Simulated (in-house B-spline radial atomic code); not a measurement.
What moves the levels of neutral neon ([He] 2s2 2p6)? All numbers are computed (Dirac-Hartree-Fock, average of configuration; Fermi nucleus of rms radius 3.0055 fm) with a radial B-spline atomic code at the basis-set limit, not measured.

Baseline run (computed): total energy -128.6919 hartree, 1s1/2 at -32.81745 hartree, 2p3/2 at -23.083 eV with <r> = 0.966 bohr.

Scaling the speed of light c (a factor of 100 is close to the non-relativistic limit):

```json
{"c/c0": "0.95", "ΔE (hartree)": "-0.015696", "2p3/2 level (eV)": "-23.0762", "2p3/2 <r> (bohr)": "0.9661"}
{"c/c0": "0.98", "ΔE (hartree)": "-0.0059897", "2p3/2 level (eV)": "-23.0801", "2p3/2 <r> (bohr)": "0.9661"}
{"c/c0": "1.02", "ΔE (hartree)": "0.0056397", "2p3/2 level (eV)": "-23.0848", "2p3/2 <r> (bohr)": "0.966"}
{"c/c0": "1.2", "ΔE (hartree)": "0.044346", "2p3/2 level (eV)": "-23.1004", "2p3/2 <r> (bohr)": "0.9658"}
{"c/c0": "100", "ΔE (hartree)": "0.14486", "2p3/2 level (eV)": "-23.1408", "2p3/2 <r> (bohr)": "0.9653"}
```

Problem. The nuclear charge is raised by 0.1. What does the Hellmann-Feynman theorem predict for the energy, and what is found?

Solution. dE/dZ ≈ -Σ<1/r>, which is -31.1761 at the start and -31.5821 at the end; their mean times 0.1 is -3.1379 hartree, and the two runs differ by -3.1379 hartree.
